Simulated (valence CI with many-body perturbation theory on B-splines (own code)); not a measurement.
## Mo35+: electric-dipole lines

Level of theory: valence CI with perturbative core correlation (CI+MBPT): five valence electrons over a frozen Dirac-Fock core [He], radial functions for each j: 11 s, 11 p, 10 d, 8 f, 5 g, 2 h, with the one-electron correlation potential Σ1, the two-electron term Σ2, the three-electron term Σ3, Breit, model QED; selected CI, second order for the rest, scaled by the run's own slope (own B-spline code, finite nucleus).

The last digits are not significant, and no measured levels were compared; by estimate large intervals hold to a few tenths of a per cent, small ones and those within an open d or f shell to about a per cent. Among the levels kept, up to 11000 cm⁻¹ of a level comes from second order outside the variational space, and about a tenth of that is noise between levels of different J, which matters for small intervals.

Lines 101 to 150 of 596 in falling wavelength, among levels below 26402 × 10³ cm⁻¹, chosen from the strongest by gf and those to the six lowest levels. Wavelengths and rates use the calculated energies. Electric multipoles are in the length gauge, E1 and E2 with the static RPA response of the core. Weak lines are less certain than strong ones. Lines between different terms over intervals too small for the method are left out, as are lines whose strength nearly cancels. Where a level lies close to another of its J and parity, the split of strength between their lines is uncertain. The highest levels of a list are the least certain.

Levels are named by their leading jj configuration (3d3/2^4 stands for four electrons in 3d with j = 3/2), which in mixed levels can hold well under half, so a name can repeat and another be missing. Letters in brackets count levels of one name in rising energy.

```
λ vac (nm)                               Upper                               Lower   A (s⁻¹)  S (a.u.)
     15.39  (2s 2p1/2^2 2p3/2 3d3/2) J=5/2 [a]      (2s 2p1/2^2 2p3/2 3p1/2) J=5/2  7.61e+09  8.21e-02
     15.35      (2s^2 2p1/2 2p3/2 3p3/2) J=7/2         (2s^2 2p1/2 2p3/2 3s) J=5/2  1.87e+10  2.68e-01
     15.32      (2s 2p1/2 2p3/2^2 3p3/2) J=9/2         (2s 2p1/2 2p3/2^2 3s) J=7/2  2.11e+10  3.74e-01
     15.27        (2s 2p3/2^3 3p3/2) J=3/2 [b]           (2s 2p3/2^3 3s) J=3/2 [b]  6.16e+09  4.34e-02
     15.27  (2s 2p1/2 2p3/2^2 3p3/2) J=5/2 [a]     (2s 2p1/2 2p3/2^2 3s) J=5/2 [a]  8.06e+09  8.50e-02
     15.22  (2s 2p1/2 2p3/2^2 3d5/2) J=7/2 [a]  (2s 2p1/2 2p3/2^2 3p1/2) J=5/2 [a]  2.90e+09  4.05e-02
     15.21  (2s 2p1/2 2p3/2^2 3p3/2) J=7/2 [a]     (2s 2p1/2 2p3/2^2 3s) J=5/2 [a]  1.88e+10  2.62e-01
     15.19  (2s^2 2p1/2 2p3/2 3p3/2) J=3/2 [b]     (2s^2 2p1/2 2p3/2 3s) J=3/2 [b]  9.43e+09  6.52e-02
     15.17  (2s 2p1/2 2p3/2^2 3p3/2) J=7/2 [b]         (2s 2p1/2 2p3/2^2 3s) J=7/2  8.89e+09  1.22e-01
     15.15      (2s 2p1/2^2 2p3/2 3d3/2) J=7/2      (2s 2p1/2^2 2p3/2 3p1/2) J=5/2  1.16e+10  1.59e-01
     15.12  (2s 2p1/2 2p3/2^2 3p3/2) J=5/2 [e]     (2s 2p1/2 2p3/2^2 3s) J=3/2 [d]  1.60e+10  1.64e-01
     15.12          (2s^2 2p3/2^2 3d5/2) J=3/2          (2s^2 2p3/2^2 3p3/2) J=1/2  5.75e+09  3.92e-02
     15.10          (2s^2 2p3/2^2 3d3/2) J=5/2          (2s^2 2p3/2^2 3p1/2) J=5/2  6.26e+09  6.38e-02
     15.04  (2s^2 2p1/2 2p3/2 3d3/2) J=3/2 [b]  (2s^2 2p1/2 2p3/2 3p1/2) J=3/2 [b]  6.94e+09  4.66e-02
     15.03            (2s 2p3/2^3 3p3/2) J=7/2           (2s 2p3/2^3 3s) J=5/2 [a]  1.04e+10  1.40e-01
     15.02  (2s 2p1/2 2p3/2^2 3d5/2) J=5/2 [b]  (2s 2p1/2 2p3/2^2 3p1/2) J=3/2 [b]  5.55e+09  5.57e-02
     15.01  (2s 2p1/2 2p3/2^2 3p3/2) J=5/2 [d]     (2s 2p1/2 2p3/2^2 3s) J=3/2 [c]  1.02e+10  1.02e-01
     15.00  (2s 2p1/2^2 2p3/2 3d3/2) J=5/2 [a]  (2s 2p1/2^2 2p3/2 3p1/2) J=3/2 [a]  6.84e+09  6.83e-02
     14.99  (2s^2 2p1/2 2p3/2 3p3/2) J=3/2 [a]         (2s^2 2p1/2 2p3/2 3s) J=1/2  9.12e+09  6.06e-02
     14.92  (2s 2p1/2 2p3/2^2 3d5/2) J=7/2 [c]  (2s 2p1/2 2p3/2^2 3p1/2) J=5/2 [c]  5.74e+09  7.53e-02
     14.92  (2s 2p1/2 2p3/2^2 3p3/2) J=3/2 [d]     (2s 2p1/2 2p3/2^2 3s) J=3/2 [b]  6.91e+09  4.53e-02
     14.91  (2s 2p1/2 2p3/2^2 3p3/2) J=3/2 [e]     (2s 2p1/2 2p3/2^2 3s) J=3/2 [d]  6.10e+09  3.99e-02
     14.90  (2s 2p1/2 2p3/2^2 3p3/2) J=5/2 [d]     (2s 2p1/2 2p3/2^2 3s) J=5/2 [c]  6.42e+09  6.28e-02
     14.89        (2s 2p3/2^3 3p3/2) J=5/2 [a]           (2s 2p3/2^3 3s) J=5/2 [b]  6.24e+09  6.09e-02
     14.84  (2s 2p1/2 2p3/2^2 3p3/2) J=3/2 [c]     (2s 2p1/2 2p3/2^2 3s) J=1/2 [a]  1.89e+10  1.22e-01
     14.80  (2s 2p1/2^2 2p3/2 3d3/2) J=3/2 [a]  (2s 2p1/2^2 2p3/2 3p1/2) J=3/2 [a]  1.19e+10  7.59e-02
     14.75      (2s 2p1/2 2p3/2^2 3d3/2) J=9/2      (2s 2p1/2 2p3/2^2 3p1/2) J=7/2  1.02e+10  1.62e-01
     14.73  (2s 2p1/2^2 2p3/2 3p3/2) J=3/2 [b]     (2s 2p1/2^2 2p3/2 3s) J=3/2 [b]  9.76e+09  6.16e-02
     14.73  (2s 2p1/2^2 2p3/2 3d3/2) J=1/2 [a]  (2s 2p1/2^2 2p3/2 3p1/2) J=3/2 [a]  1.56e+10  4.94e-02
     14.63  (2s 2p1/2^2 2p3/2 3d3/2) J=3/2 [b]      (2s 2p1/2^2 2p3/2 3p1/2) J=1/2  6.90e+09  4.27e-02
     14.59      (2s^2 2p3/2^2 3p3/2) J=3/2 [b]             (2s^2 2p3/2^2 3s) J=1/2  1.61e+10  9.85e-02
     14.56      (2s^2 2p3/2^2 3d3/2) J=3/2 [a]          (2s^2 2p3/2^2 3p1/2) J=3/2  1.05e+10  6.40e-02
     14.55  (2s 2p1/2^2 2p3/2 3d3/2) J=5/2 [b]  (2s 2p1/2^2 2p3/2 3p1/2) J=3/2 [b]  1.63e+10  1.49e-01
     14.51  (2s^2 2p1/2 2p3/2 3d3/2) J=5/2 [a]  (2s^2 2p1/2 2p3/2 3p1/2) J=3/2 [a]  1.25e+10  1.13e-01
     14.50          (2s^2 2p1/2^2 3p3/2) J=3/2             (2s^2 2p1/2^2 3s) J=1/2  2.24e+10  1.35e-01
     14.47          (2s^2 2p3/2^2 3d3/2) J=5/2          (2s^2 2p3/2^2 3p1/2) J=3/2  5.96e+09  5.34e-02
     14.45  (2s 2p1/2 2p3/2^2 3p3/2) J=3/2 [a]     (2s 2p1/2 2p3/2^2 3s) J=3/2 [a]  1.61e+10  9.61e-02
     14.44  (2s 2p1/2 2p3/2^2 3p3/2) J=3/2 [f]     (2s 2p1/2 2p3/2^2 3s) J=1/2 [c]  8.75e+09  5.20e-02
     14.42          (2s^2 2p3/2^2 3d3/2) J=7/2          (2s^2 2p3/2^2 3p1/2) J=5/2  1.33e+10  1.57e-01
     14.42  (2s 2p1/2 2p3/2^2 3d3/2) J=3/2 [a]  (2s 2p1/2 2p3/2^2 3p1/2) J=3/2 [a]  1.25e+10  7.42e-02
     14.39  (2s 2p1/2 2p3/2^2 3d3/2) J=3/2 [c]  (2s 2p1/2 2p3/2^2 3p1/2) J=1/2 [a]  1.44e+10  8.46e-02
     14.36      (2s^2 2p1/2 2p3/2 3d3/2) J=7/2      (2s^2 2p1/2 2p3/2 3p1/2) J=5/2  1.27e+10  1.49e-01
     14.30  (2s 2p1/2 2p3/2^2 3p3/2) J=3/2 [e]     (2s 2p1/2 2p3/2^2 3s) J=3/2 [c]  8.30e+09  4.79e-02
     14.28  (2s 2p1/2 2p3/2^2 3d3/2) J=5/2 [a]  (2s 2p1/2 2p3/2^2 3p1/2) J=3/2 [a]  7.03e+09  6.07e-02
     14.27  (2s 2p1/2 2p3/2^2 3p3/2) J=5/2 [b]     (2s 2p1/2 2p3/2^2 3s) J=5/2 [b]  1.51e+10  1.30e-01
     14.24  (2s 2p1/2 2p3/2^2 3d3/2) J=7/2 [c]  (2s 2p1/2 2p3/2^2 3p1/2) J=5/2 [c]  7.22e+09  8.24e-02
     14.22  (2s 2p1/2^2 2p3/2 3p3/2) J=3/2 [b]         (2s 2p1/2^2 2p3/2 3s) J=1/2  1.39e+10  7.89e-02
     14.22      (2s^2 2p3/2^2 3d3/2) J=3/2 [b]          (2s^2 2p3/2^2 3p1/2) J=1/2  1.44e+10  8.19e-02
     14.19          (2s^2 2p1/2^2 3d3/2) J=3/2          (2s^2 2p1/2^2 3p1/2) J=1/2  1.63e+10  9.17e-02
     14.16  (2s 2p1/2 2p3/2^2 3d3/2) J=1/2 [a]  (2s 2p1/2 2p3/2^2 3p1/2) J=3/2 [a]  1.69e+10  4.73e-02
```
